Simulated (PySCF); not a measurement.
C2H4AlNO2, SMILES [CH3][Al]([OH])[N]=C=O. Atoms are numbered in the order given.

```xyz
10

Al     0.0779     0.9054     0.0000
C     -1.5282     1.9768     0.0000
H     -2.1494     1.7597     0.8842
H     -2.1494     1.7597    -0.8842
H     -1.2959     3.0523     0.0000
N      0.0094    -0.8798     0.0000
C     -0.0711    -2.0773     0.0000
O     -0.1471    -3.2444     0.0000
O      1.6048     1.6471     0.0000
H      2.4512     1.1979     0.0000
```

Geometry: PBE0-D3(BJ)/def2-SVP. The structure was generated by enumeration; whether it is a known compound was not checked. The values are those of a single conformer.

Level of theory: TDDFT-PBE/def2-SVPD run with PySCF 2.14.0.

Vertical excitations. The molecule is in vacuum. State labels are in the subgroup Cs.

Computed lowest excited states:
```
state  symmetry  energy (eV)  λ (nm)      f                            main pairs
-----  --------  -----------  ------  -----  ------------------------------------
S1           A"         5.80     214  0.001                       HOMO→LUMO 100 %
S2           A'         5.89     211  0.024                      HOMO→LUMO+1 96 %
S3           A"         6.06     205  0.001                   HOMO−1→LUMO+1 100 %
S4           A'         6.37     195  0.077                      HOMO−1→LUMO 83 %
S5           A"         6.67     186  0.004  HOMO−3→LUMO+1 50 %, HOMO−2→LUMO 50 %
S6           A'         6.80     182  0.048                    HOMO−2→LUMO+1 88 %
S7           A"         6.81     182  0.070  HOMO−3→LUMO+1 48 %, HOMO−2→LUMO 47 %
S8           A'         6.93     179  0.045  HOMO−3→LUMO 56 %, HOMO−4→LUMO+1 33 %
S9           A"         6.98     178  0.005                      HOMO−4→LUMO 97 %
S10          A'         7.13     174  0.039  HOMO−4→LUMO+1 61 %, HOMO−3→LUMO 31 %
T1           A"         5.66     219      0                        HOMO→LUMO 98 %
T2           A'         5.70     217      0    HOMO→LUMO+1 52 %, HOMO−1→LUMO 46 %
T3           A'         5.74     216      0    HOMO−1→LUMO 52 %, HOMO→LUMO+1 47 %
T4           A"         5.94     209      0                    HOMO−1→LUMO+1 99 %
```
Triplets are in the Tamm–Dancoff approximation, which puts them higher than full response would, so one can lie above its singlet here.
